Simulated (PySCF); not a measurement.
Below is a simulated gas-phase P 2p photoelectron spectrum of Cu(PH3)F (`[F][Cu]<-[PH3]`).

Every computed line was given a Gaussian of 0.8 eV full width at half maximum and an area set by the number of equivalent atoms (split 2:1 within a doublet); the highest printed point is 100. Computed with delta-SCF UKS SCAN, pcX-2 on the ionised atom (unc-x2c-TZVPall on a metal), pcseg-1 elsewhere, spin-free X2C in PySCF.

(binding energy (eV), intensity): (137.3, 0), (137.4, 1), (137.5, 2), (137.6, 4), (137.7, 8), (137.8, 15), (137.9, 26), (138.0, 40), (138.1, 57), (138.2, 74), (138.3, 89), (138.4, 98), (138.5, 100), (138.6, 95), (138.7, 84), (138.8, 73), (138.9, 63), (139.0, 57), (139.1, 54), (139.2, 54), (139.3, 53), (139.4, 51), (139.5, 46), (139.6, 38), (139.7, 29), (139.8, 20), (139.9, 13), (140.0, 8), (140.1, 4), (140.2, 2), (140.3, 1), (140.4, 0), (140.5, 0)

**Question.** How many maxima does the curve show, and how many computed lines lie under it?

**Answer.** The curve has 1 maximum (at 138.5 eV). Under it lie 2 lines from 1 inequivalent phosphorus site, drawn as a 2p3/2, 2p1/2 pair. At this width some lines have no maximum of their own.

**Question.** Decompose the envelope and assign each component. Bonds: Cu1–P2, Cu1–F6. Hydrogens: H3, H4, H5 on P2.

**Answer.** 
```csv
position (eV),relative area,line,atoms,environment
138.46,0.67,P 2p3/2,P2,phosphorus bonded to Cu and 3 H
139.35,0.33,P 2p1/2,P2,phosphorus bonded to Cu and 3 H
```

**Question.** What are the centre and the root-mean-square width of the whole band?

**Answer.** The area-weighted mean of the lines is 138.75 eV. Their own spread about it is 0.42 eV (rms) and each Gaussian has σ = 0.8/2.355 = 0.34 eV; the variances add, which gives 0.54 eV.

No satellites, vibrations or lifetime broadening are included. The 2p values add to the ΔSCF energy of one spin-free hole a correction within the shell (spin–orbit coupling, ligand field). 2p1/2 minus 2p3/2 (ligand field included): P 0.89 eV. Geometry: PBE0-D3(BJ)/def2-SVP; no solvent, vibrations or thermal averaging. Metal 2p energies of this one-determinant scheme are less reliable than its 1s energies.
